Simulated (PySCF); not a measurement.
Predicted microwave data (PBE0-D3(BJ)/def2-SVP geometry optimisation, gas phase (PySCF)) for one isomer of C2H9GeNSi:

| Property | Result |
| --- | --- |
| Rotational constants | A = 6855, B = 1125, C = 1040 MHz |
| Dipole components | \|μa\| = 1.25 D, \|μb\| = 0.60 D, \|μc\| = 0.59 D |
| Inertial defect | -37.15 u·Å² |
| κ | -0.97 |

**Question.** Which candidate fits, each taken in the one conformer that was computed?
A. `[CH2:1]=[CH:2][N:3]([SiH3:4])[GeH3:5]` with C1–C2–N3–Si4 180°
B. `[CH2:1]=[CH:2][SiH2:3][NH:4][GeH3:5]` with C1–C2–Si3–N4 1°, C2–Si3–N4–Ge5 -91°
C. `[CH2:1]=[CH:2][GeH2:3][NH:4][SiH3:5]` with C1–C2–Ge3–N4 -119°, C2–Ge3–N4–Si5 -110°
D. `[CH3][Ge@H]1[CH2][SiH2][NH]1`
E. `C[Si@@H]1N[CH2][GeH2]1`

**Answer.** C. It is C=[CH][GeH2][NH][SiH3], a near-prolate asymmetric top, point group C1. The candidates at the same level (rigid rotor, commonest isotopes):

```csv
SMILES,A (MHz),B (MHz),C (MHz),μa (D),μb (D),μc (D),Δ (u·Å²),point group,rotor
C=C[SiH2][NH][GeH3],4817,1110,963.5,0.17,0.64,0.72,-35.81,C1,near-prolate asymmetric top
C=C[N]([SiH3])[GeH3],2807,1929,1176,0.22,0.64,0.00,-12.27,Cs,asymmetric top
C[Si@@H]1N[CH2][GeH2]1,4030,1796,1401,0.68,0.64,0.42,-45.92,C1,asymmetric top
C=[CH][GeH2][NH][SiH3],6855,1125,1040,1.25,0.60,0.59,-37.15,C1,near-prolate asymmetric top
[CH3][Ge@H]1[CH2][SiH2][NH]1,5411,1816,1676,1.25,0.27,0.28,-70.06,C1,near-prolate asymmetric top
```

`C[Si@@H]1N[CH2][GeH2]1` has B 60 % too high; `C=C[N]([SiH3])[GeH3]` has B 71 % too high; `C=C[SiH2][NH][GeH3]` has A 30 % too low; `[CH3][Ge@H]1[CH2][SiH2][NH]1` has B 61 % too high. No structure here is proved a minimum.
